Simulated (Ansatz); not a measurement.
`C=C(Cl)BOC`, relaxed with RKS PBE-D4/def2-SVP in the Gaussian-basis code of Ansatz from a rough embedded geometry. The force threshold is 0.03 eV/Å; the program also tests the step.

Total charge 0; spin multiplicity 1.

Start:

```xyz
12

C     0.677    0.680   -2.161
C    -0.022    0.695   -1.070
Cl   -1.713    1.024   -1.185
B     0.544    0.399    0.367
O    -0.222    0.361    1.563
C    -0.649   -0.938    1.780
H     1.769    0.529   -2.126
H     0.248    0.960   -3.116
H     1.753    0.217    0.391
H     0.200   -1.634    1.948
H    -1.281   -1.340    0.922
H    -1.304   -0.954    2.686
```

Q: By how much does the energy fall, and how many steps does the optimiser take? (Best estimate.)

A: The calculation gave: 0.95 eV, in 17 steps, 1 of them rejected.

Q: Which bonds change most? (Best estimate.)

A: Ansatz gave: B4–O5 from 1.421 to 1.350 Å; C1–C2 from 1.295 to 1.352 Å; O5–C6 from 1.385 to 1.418 Å; C2–Cl3 from 1.727 to 1.758 Å.

Q: Give the relaxed structure. (An estimate is asked.)

A: Ansatz gave: 
```xyz
12

C     0.875    1.069   -2.208
C    -0.091    0.778   -1.308
Cl   -1.738    1.325   -1.589
B     0.200   -0.042   -0.008
O    -0.801   -0.302    0.859
C    -0.616   -1.041    2.055
H     1.903    0.720   -2.022
H     0.680    1.645   -3.127
H     1.338   -0.438    0.209
H     0.443   -1.351    2.193
H    -1.261   -1.945    2.027
H    -0.932   -0.419    2.918
```
